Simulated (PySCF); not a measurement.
C₂H₄BO, CH₃B₂O, CH₄B₂Cl, CH₅B₂O and others (calculated)

Computed with PySCF 2.14.0. Calculation on a computer-drawn molecule: the log of a Hartree-Fock and frozen-core CCSD(T) single point meant for a local Hartree-Fock minimum, with one planted fault or none, to be diagnosed. Offsets are logged minus clean, where the clean run is the same molecule without the fault. The reference is restricted for singlets and unrestricted otherwise, and also for a bond in bohr or an excited solution. Adding or removing an electron swaps singlet and doublet. The excited solution moves the top pair (singlet) or top alpha electron (doublet) to the lowest empty orbital. Highest occupied and lowest empty are orbital energies over both spins, largest force is the largest gradient component, triples share is (T) over the correlation energy, the T1 limit is 0.02 restricted and 0.045 unrestricted, electrons count all cores, a negative frequency is imaginary (commonest isotopes), and the dipole is about the centre of nuclear charge.

Common to all runs: meant charge 0; meant multiplicity 2; logged SCF converged yes; possible faults no fault, one electron removed, one electron added, multiplicity raised by two, geometry at a saddle point, SCF held on an excited solution, minimal basis STO-3G, one bond length entered in bohr, all coordinates scaled.

(1) C₂H₄BO

Logged structure:
```xyz
8
C2H4BO
C     -0.3648    -2.5872    -1.3488
B     -0.3631    -1.3471    -0.7226
C     -0.3568    -0.0302    -0.0134
O     -0.2306     0.1172     1.3101
H     -1.2789    -3.1453    -1.5218
H      0.5464    -3.0550    -1.7061
H     -0.4543     0.9264    -0.5096
H     -0.1463    -0.7290     1.7288
```

- meant basis: cc-pVDZ
- logged electrons: 29
- logged basis functions: 76
- logged spin squared: 3.7719
- logged highest occupied: -4.7672 eV
- logged lowest empty: 1.6071 eV
- logged largest force: 0.16189 hartree/bohr
- logged T1 diagnostic: 0.022436
- logged D1 diagnostic: 0.097634
- logged triples share: 0.027939
- logged CC converged: yes
- logged dipole magnitude: 1.3377 debye
- logged SCF stable within its kind: yes
- logged energy HF: -177.41356 hartree
- logged energy CCSD(T): -177.95031 hartree
- planted fault: multiplicity raised by two
- HF energy offset from clean run: 75.9 kcal/mol
- CCSD(T) energy offset from clean run: 94.27 kcal/mol

Drawn bonds:
| atom | other atom | order |
| --- | --- | --- |
| 1 | 2 | 1 |
| 2 | 3 | 2 |
| 3 | 4 | 1 |
| 1 | 5 | 1 |
| 1 | 6 | 1 |
| 3 | 7 | 1 |
| 4 | 8 | 1 |

(2) CH₃B₂O

Logged structure:
```xyz
7
CH3B2O
C      0.8510    -0.0616     1.5765
B      2.3567    -0.0318     1.8526
B      3.4926    -0.1810     0.5889
O      4.2819    -0.2850    -0.2939
H      0.4273    -0.1767     0.5839
H      0.1179     0.0322     2.3714
H      2.7606     0.0982     2.9718
```

* meant basis: cc-pVDZ
* logged electrons: 27
* logged basis functions: 71
* logged spin squared: 3.7719
* logged highest occupied: -7.2855 eV
* logged lowest empty: -3.1587 eV
* logged largest force: 0.04035 hartree/bohr
* logged T1 diagnostic: 0.036965
* logged D1 diagnostic: 0.19683
* logged triples share: 0.034043
* logged CC converged: yes
* logged dipole magnitude: 3.5004 debye
* logged SCF stable within its kind: yes
* logged energy HF: -163.65528 hartree
* logged energy CCSD(T): -164.14876 hartree
* planted fault: multiplicity raised by two
* HF energy offset from clean run: 131.3 kcal/mol
* CCSD(T) energy offset from clean run: 133.7 kcal/mol

Drawn bonds:
| atom | other atom | order |
| --- | --- | --- |
| 1 | 2 | 1 |
| 2 | 3 | 1 |
| 3 | 4 | 2 |
| 1 | 5 | 1 |
| 1 | 6 | 1 |
| 2 | 7 | 1 |

(3) CH₄B₂Cl

Logged structure:
```xyz
8
CH4B2Cl
C      0.9742    -1.5879    -1.6203
B     -0.0958    -0.6048    -1.1039
B     -1.2857    -1.0147     0.0411
Cl    -2.8408    -1.6774    -0.5107
H      1.0373    -2.6249    -1.3023
H      1.7316    -1.2999    -2.3435
H     -0.0871     0.5214    -1.5339
H     -1.1857    -0.8790     1.2264
```

- meant basis: cc-pV(D+d)Z
- logged electrons: 37
- logged basis functions: 85
- logged spin squared: 1.8036
- logged highest occupied: -6.5215 eV
- logged lowest empty: -2.0606 eV
- logged largest force: 0.062411 hartree/bohr
- logged dipole magnitude: 2.9714 debye
- logged SCF stable within its kind: no
- logged energy HF: -548.88507 hartree
- planted fault: SCF held on an excited solution
- HF energy offset from clean run: 106.6 kcal/mol

Drawn bonds:
| atom | other atom | order |
| --- | --- | --- |
| 1 | 2 | 1 |
| 2 | 3 | 1 |
| 3 | 4 | 1 |
| 1 | 5 | 1 |
| 1 | 6 | 1 |
| 2 | 7 | 1 |
| 3 | 8 | 1 |

Notes: coupled-cluster numbers left out as unreliable.

(4) CH₅B₂O

Logged structure:
```xyz
9
CH5B2O
C      1.5994    -0.6937     2.4868
B      0.1033    -0.3752     2.2630
B     -0.4676     0.8206     1.1784
O     -0.7030     0.5149    -0.1230
H      1.9432    -1.4420     3.1958
H      2.4028    -0.1972     1.9485
H     -0.6941    -0.9963     2.9247
H     -0.6869     1.9555     1.5501
H     -1.0338     1.2384    -0.6329
```

- meant basis: cc-pVDZ
- logged electrons: 29
- logged basis functions: 25
- logged spin squared: 0.7601
- logged highest occupied: -9.0162 eV
- logged lowest empty: 5.2001 eV
- logged largest force: 0.045462 hartree/bohr
- logged T1 diagnostic: 0.019397
- logged D1 diagnostic: 0.075449
- logged triples share: 0.021823
- logged CC converged: yes
- logged dipole magnitude: 1.1877 debye
- logged SCF stable within its kind: yes
- logged energy HF: -162.87503 hartree
- logged energy CCSD(T): -163.07338 hartree
- planted fault: minimal basis STO-3G
- HF energy offset from clean run: 1338 kcal/mol
- CCSD(T) energy offset from clean run: 1541 kcal/mol

Drawn bonds:
| atom | other atom | order |
| --- | --- | --- |
| 1 | 2 | 1 |
| 2 | 3 | 1 |
| 3 | 4 | 1 |
| 1 | 5 | 1 |
| 1 | 6 | 1 |
| 2 | 7 | 1 |
| 3 | 8 | 1 |
| 4 | 9 | 1 |

(5) CH₅BN

Logged structure:
```xyz
8
CH5BN
C     -0.0595    -0.8834    -0.4484
B     -0.6712     0.4290    -0.0245
N     -1.4442     1.1554    -0.8711
H     -0.1971    -1.2996    -1.4096
H      0.5424    -1.4628     0.1938
H     -0.4911     0.8522     1.0508
H     -1.6463     0.8809    -1.7793
H     -1.8475     2.0000    -0.6210
```

* meant basis: cc-pVDZ
* logged electrons: 23
* logged basis functions: 67
* logged spin squared: 0.7611
* logged highest occupied: -9.8597 eV
* logged lowest empty: 2.5232 eV
* logged largest force: 0.029919 hartree/bohr
* logged T1 diagnostic: 0.014957
* logged D1 diagnostic: 0.066687
* logged triples share: 0.024626
* logged CC converged: yes
* logged dipole magnitude: 1.6022 debye
* logged SCF stable within its kind: yes
* logged energy HF: -119.92372 hartree
* logged energy CCSD(T): -120.34283 hartree
* planted fault: all coordinates scaled, by -2.9 %
* HF energy offset from clean run: 4.122 kcal/mol
* CCSD(T) energy offset from clean run: 6.753 kcal/mol

Drawn bonds:
| atom | other atom | order |
| --- | --- | --- |
| 1 | 2 | 1 |
| 2 | 3 | 1 |
| 1 | 4 | 1 |
| 1 | 5 | 1 |
| 2 | 6 | 1 |
| 3 | 7 | 1 |
| 3 | 8 | 1 |

(6) CH₄BO

Logged structure:
```xyz
7
CH4BO
C     -1.7346    -0.1349     1.3914
B     -0.5366    -0.2990     0.2342
O      0.6275    -1.1621     0.4170
H     -2.6645     0.5571     1.2341
H     -1.7177    -0.6969     2.4213
H     -0.5958     0.3439    -0.8875
H      0.6487    -1.6560     1.3082
```

- meant basis: cc-pVDZ
- logged electrons: 23
- logged basis functions: 62
- logged spin squared: 0.7622
- logged highest occupied: -10.728 eV
- logged lowest empty: 1.7463 eV
- logged largest force: 0.057659 hartree/bohr
- logged T1 diagnostic: 0.017907
- logged D1 diagnostic: 0.07205
- logged triples share: 0.025652
- logged CC converged: yes
- logged dipole magnitude: 2.024 debye
- logged SCF stable within its kind: yes
- logged energy HF: -139.73397 hartree
- logged energy CCSD(T): -140.17531 hartree
- planted fault: all coordinates scaled, by +7.8 %
- HF energy offset from clean run: 20.59 kcal/mol
- CCSD(T) energy offset from clean run: 13.35 kcal/mol

Drawn bonds:
| atom | other atom | order |
| --- | --- | --- |
| 1 | 2 | 1 |
| 2 | 3 | 1 |
| 1 | 4 | 1 |
| 1 | 5 | 1 |
| 2 | 6 | 1 |
| 3 | 7 | 1 |
